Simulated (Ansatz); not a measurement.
Cartesian coordinates in Å:
```
C -1.788 2.145 1.634
O -0.893 1.544 0.753
Hf 0.207 0.877 -0.641
S -1.047 0.631 -2.747
Cl 2.168 2.188 -0.948
N 0.668 -1.015 -0.181
C 1.641 -1.634 -1.057
C 0.228 -1.878 0.885
H -1.281 2.410 2.566
H -2.610 1.461 1.864
H -2.207 3.055 1.195
H -1.137 1.961 -2.942
H 1.229 -2.528 -1.543
H 2.548 -1.925 -0.511
H 1.949 -0.947 -1.855
H -0.248 -2.786 0.490
H 1.070 -2.195 1.516
H -0.497 -1.365 1.520
```

Total charge 0; spin multiplicity 1. Hf takes the def2 core potential.

Q: List the ωB97M-V/def2-TZVPP orbital energies in eV (Ansatz 0.2.0). (Estimate.)

A: The calculation gave: Occupied: -2771.17, -2426.06, -526.44, -394.56, -283.03, -282.38, -282.26, -261.58, -220.07, -199.00, -198.96, -198.96, -163.18, -163.06, -163.03, -71.15, -39.82, -39.46, -39.33, -30.70, -27.84, -24.58, -22.88, -22.11, -21.80, -19.91, -16.09, -15.75, -15.61, -15.60, -15.55, -15.26, -13.70, -13.30, -13.12, -12.35, -12.03, -11.54, -11.48, -11.21, -11.05, -10.42, -9.42, -9.15. Lowest empty: 1.10, 1.46, 1.84, 2.02, 2.10, 2.28, 2.96, 3.28.
